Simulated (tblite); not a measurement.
Compound: C₆H₉FSeSi.
Atom-mapped SMILES: `[CH:1]#[C:2][Si@@H:3]([F:4])[Se:5][CH2:6][CH2:7][CH:8]=[CH2:9]` (hydrogens: H10 on C1; H11 on Si3; H12, H13 on C6; H14, H15 on C7; H16 on C8; H17, H18 on C9)

Computed with GFN2-xTB (tblite), gas phase: L-BFGS steps from a force-field or distance-geometry start until the largest atomic force falls under 0.01 eV/Å.

Step 9: E = -735.8363 eV
```
atom  x, y, z in Å  |  force x, y, z in eV/Å
C1      2.8590    1.0497   -1.2964   -0.019   0.021  -0.006
C2      2.8450    0.1131   -0.5435   -0.147  -0.046   0.009
Si3     2.7380   -1.3646    0.5620    0.004   0.000  -0.100
F4      3.8970   -1.1709    1.6577   -0.059  -0.014   0.054
Se5     0.8186   -1.5966    1.7799    0.024   0.004   0.004
C6     -0.7091   -1.1159    0.6027   -0.020   0.101  -0.053
C7     -0.8840    0.3928    0.4577   -0.031   0.043  -0.029
C8     -2.0863    0.7243   -0.3827   -0.060  -0.005   0.088
C9     -3.1315    1.4057    0.0577    0.144  -0.061  -0.002
H10     2.8954    1.8750   -1.9481    0.013   0.016   0.008
H11     3.1279   -2.5736   -0.1529   -0.075   0.021   0.007
H12    -0.6089   -1.6071   -0.3661    0.160  -0.013   0.036
H13    -1.5662   -1.5517    1.1216   -0.010   0.028  -0.034
H14     0.0146    0.8263    0.0014   -0.060  -0.074  -0.024
H15    -0.9970    0.8287    1.4527   -0.016   0.035  -0.014
H16    -2.0630    0.3547   -1.4025    0.032   0.025   0.081
H17    -3.9859    1.6420   -0.5569    0.106  -0.077  -0.029
H18    -3.1724    1.7747    1.0701    0.014  -0.003   0.003
```

Step 10: E = -735.8404 eV
```
atom  x, y, z in Å  |  force x, y, z in eV/Å
C1      2.8574    1.0510   -1.2967   -0.021   0.040  -0.023
C2      2.8374    0.1137   -0.5447   -0.132  -0.048   0.007
Si3     2.7344   -1.3656    0.5610   -0.024   0.026  -0.149
F4      3.8901   -1.1733    1.6575   -0.018  -0.002   0.087
Se5     0.8164   -1.5975    1.7763    0.071  -0.015   0.101
C6     -0.7047   -1.1153    0.6048   -0.073   0.111  -0.075
C7     -0.8835    0.3924    0.4596   -0.035   0.073  -0.052
C8     -2.0861    0.7225   -0.3813   -0.070   0.019   0.102
C9     -3.1302    1.4067    0.0594    0.157  -0.099  -0.032
H10     2.8962    1.8776   -1.9490    0.009  -0.024   0.041
H11     3.1253   -2.5745   -0.1518   -0.070   0.012  -0.007
H12    -0.5963   -1.6078   -0.3618    0.124  -0.004   0.002
H13    -1.5650   -1.5495    1.1187   -0.018   0.000  -0.028
H14     0.0130    0.8240   -0.0014   -0.039  -0.049  -0.014
H15    -0.9970    0.8331    1.4535   -0.001   0.004  -0.039
H16    -2.0610    0.3547   -1.4026    0.021   0.029   0.112
H17    -3.9833    1.6383   -0.5597    0.109  -0.059   0.003
H18    -3.1720    1.7758    1.0727    0.009  -0.013  -0.037
```

**Question.** Estimate the geometry and energy of step 11. (The exact step hangs on the optimiser's Hessian estimate; all steps are aligned on step 10, rigid shifts and turns removed.)

**Answer.** E = -735.8458 eV, largest force 0.218 eV/Å
```
atom  x, y, z in Å  |  force x, y, z in eV/Å
C1      2.8546    1.0534   -1.2973   -0.025   0.044  -0.029
C2      2.8240    0.1146   -0.5470   -0.105  -0.029  -0.013
Si3     2.7283   -1.3665    0.5570   -0.050   0.048  -0.137
F4      3.8786   -1.1773    1.6582    0.014   0.011   0.096
Se5     0.8148   -1.5999    1.7743    0.105  -0.017   0.190
C6     -0.6999   -1.1123    0.6065   -0.093   0.067  -0.068
C7     -0.8833    0.3934    0.4614   -0.011   0.073  -0.053
C8     -2.0857    0.7196   -0.3781   -0.039   0.036   0.079
C9     -3.1270    1.4072    0.0615    0.106  -0.105  -0.039
H10     2.8975    1.8811   -1.9495    0.004  -0.054   0.067
H11     3.1206   -2.5758   -0.1502   -0.059  -0.013  -0.037
H12    -0.5751   -1.6089   -0.3554    0.060   0.023  -0.040
H13    -1.5632   -1.5468    1.1139   -0.032  -0.030  -0.027
H14     0.0102    0.8203   -0.0057    0.008   0.003  -0.014
H15    -0.9964    0.8397    1.4535    0.017  -0.024  -0.052
H16    -2.0577    0.3555   -1.4005    0.007   0.015   0.112
H17    -3.9777    1.6320   -0.5631    0.088  -0.030   0.025
H18    -3.1713    1.7769    1.0749    0.006  -0.018  -0.062
```

The energy changes by -0.0054 eV. The first-order estimate −F·Δx gives -0.0076 eV and the mean of the old and new forces, exact on a quadratic surface, -0.0055 eV. The step makes an angle of 62° with the force vector and moves no atom by more than 0.022 Å.

The cost below is that of the whole relaxation. The run took 1.5 s wall on one thread, Arm Neoverse N1 (aarch64) (shared host).
